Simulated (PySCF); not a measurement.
Sn(H)4, SMILES [SnH4], PBE0/def2-SVP optimised geometry.

```
5

Sn    -0.57    -0.81     0.00
H     -1.14    -1.61    -1.40
H     -1.14     0.81     0.00
H      1.14    -0.81     0.00
H     -1.14    -1.61     1.40
```

Density from PBE0/def2-TZVP, def2 effective core potentials past Kr (PySCF 2.14.0) at that geometry. The core electrons that the potentials of Sn replace are not part of the density.

Minimum of the electron density along straight lines between bonded atoms, close to the bond critical point (lines longer than 1.1 times the sum of covalent radii, or with two minima, are not listed):

```csv
bond,length / Å,ρ at the minimum / e bohr⁻³,∇²ρ there / e bohr⁻⁵,position (fraction from the first atom)
Sn1–H2,1.711,0.113,0.07,0.63
Sn1–H3,1.711,0.113,0.07,0.63
Sn1–H4,1.711,0.113,0.07,0.63
Sn1–H5,1.711,0.113,0.07,0.63
```
